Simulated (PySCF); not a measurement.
Spinor energies of Mn⁺ (manganese, charge +1)

Start: [Ar] 3d5 4s1; 3d3/2 filled at m_j = -3/2, -1/2, +1/2, +3/2; 3d5/2 filled at m_j = +5/2; 4s1/2 filled at m_j = +1/2. Calculated with PySCF 2.14 in x2c-TZVPPall-2c: generalised Hartree-Fock with the X2C-1e Hamiltonian and a Gaussian nucleus; one run each with spin-orbit coupling (SO) switched off, then screened by Boettger's factors.

| spinor shell | electrons | ε, spin-free (eV) | ε, screened SO (eV) | weight of nominal j (screened SO) | rms radius, screened SO (bohr) |
| --- | --- | --- | --- | --- | --- |
| 1s1/2 | 2 | -6606.5 | -6606.4 | 1.000 | 0.0703 |
| 2s1/2 | 2 | -811.47 | -811.46 | 1.000 | 0.302 |
| 2p1/2 | 2 | -685.07 | -692.53 | 0.978 | 0.271 |
| 2p3/2 | 4 | -685.07 | -681.41 | 0.989 | 0.274 |
| 3s1/2 | 2 | -113.57 | -113.57 | 1.000 | 0.915 |
| 3p1/2 | 2 | -75.757 | -76.220 | 0.664 | 0.984 |
| 3d3/2 | 4 | -25.146 | -25.161 | 0.509 | 1.28 |
| 3d5/2 | 1 | -25.146 | -25.086 | 1.000 | 1.28 |
| 4s1/2 | 1 | -14.975 | -14.975 | 1.000 | 3.07 |

Where does 3p3/2 lie, and what is the 3p spin-orbit splitting (screened SO)?

At -75.535 eV, 0.685 eV above 3p1/2.

```json
{"quantity": "E (hartree)", "spin-free": "-1157.14479", "screened SO": "-1157.16013"}
{"quantity": "M_J", "spin-free": "3", "screened SO": "3"}
{"quantity": "⟨J²⟩", "spin-free": "12.000", "screened SO": "12.000"}
{"quantity": "⟨L²⟩", "spin-free": "0.000", "screened SO": "0.001"}
{"quantity": "⟨S²⟩", "spin-free": "12.000", "screened SO": "11.999"}
```

Each row is a mean over spinors that exchange with the open shell spreads, by up to 14.092 eV (3p3/2).

Rows whose weight is well below 1 are mixtures of j = l ± 1/2: exchange outweighs spin-orbit coupling there, and the label is only the starting occupation.

Without spin-orbit coupling the j labels of p, d and f shells carry no meaning; the spin-free column gives the mean over the occupied spinors of each nl shell.
